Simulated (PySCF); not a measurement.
Sn(OH)4, SMILES [Sn]([OH])([OH])([OH])[OH] (H4O4Sn) at its B3LYP/def2-SVP optimised geometry (Å):

```
9

O     -1.7503    -1.6511    -1.5713
Sn    -0.8856    -0.8164     0.0000
O      1.0929    -0.8164     0.0000
O     -1.4396     1.0827     0.0000
O     -1.4472    -1.8814     1.5698
H     -1.8359    -1.0166    -2.2986
H      1.4396    -1.6335     0.3886
H     -0.7875     1.6335     0.4586
H     -2.3300    -2.2571     1.4345
```

Computed with B3LYP/def2-TZVP, def2 effective core potentials past Kr in PySCF. The core electrons that the potentials of Sn replace are not part of the density. Cells within 0.4 Å of a nucleus heavier than hydrogen are left out (blank, or x).

Map of the LUMO amplitude (bohr^(-3/2)) on the plane z = 0.0 Å; orbital energy -2.34 eV, overall sign arbitrary:

```
|6666666666666666666666666666666|
|6666666666666666666666666666666|
|6666666666666666666666666666666|
|6666666666666666666666666666666|
|6666666677777776666666666666666|
|6666666777777777666666666666666|
|6666667777777777766666666666666|
|6666677777777777776666666666666|
|6666677788877777776666666666666|
|6666777789876777777666666666666|
|666677778xx55667777666666666666|
|666667777xxx3567777766666666666|
|666667664xx03567777776666666666|
|6666776652135677777777766666666|
|6667777765567787776677776666666|
|6667777777778888766677777666666|
|6677778889866898654677777766666|
|66777789996xx587631xx9877766666|
|66777789995xxx7751xxx9877776666|
|66777788996xx47752xxx8877776666|
|6677778899877898642367777776666|
|6677777888999998755567777776666|
|6677777778899998766677777766666|
|6677777777888888777777777766666|
|6667777777788887777777777666666|
|6667777777777777777777777666666|
|6666777777777777777777766666666|
|6666667777777777777666666666666|
|6666666666666666666666666666666|
|6666666666666666666666666666666|
|6666666666666666666666666666666|
```
Scale: ten equal steps from -0.184 (start of '0') to 0.099 (end of '9'), in the order '0123456789'; x runs from -4.00 to 4.00, y from -4.00 (bottom) to 4.00 (top).
